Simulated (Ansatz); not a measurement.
`N[PH][Ga]([OH])[O][AlH2]`. Total charge 0; spin multiplicity 1. Correlated methods include outer-core shells of Ga, which these sets cover unevenly. Scalar relativity is left out up to krypton.

Z-matrix (Å, degrees):
```
N
P 1 1.706
H 1 1.009 2 121.9
H 1 1.007 2 113.8 3 138.5
Ga 2 2.314 1 103.9 3 -21.8
H 2 1.423 1 100.8 3 74.2
O 5 1.789 2 120.9 1 -16.9
O 5 1.785 2 124.9 1 166.0
Al 7 1.680 5 143.7 2 24.2
H 8 0.961 5 112.2 2 177.4
H 9 1.593 7 117.9 5 10.2
H 9 1.580 7 120.0 5 -170.0
```

**Question.** Give the diagnostics of a CCSD(T)/def2-TZVPP run (frozen core, the Gaussian-basis code of Ansatz). (An estimate is asked.)

**Answer.** The calculation gave: T1 = 0.0147, largest single amplitude 0.025, largest double 0.028, (T) share of the correlation energy 3.9 %, 10 CCSD cycles. The RHF solution is stable towards an unrestricted one. T1 lies under the customary mark of 0.02 for closed shells.
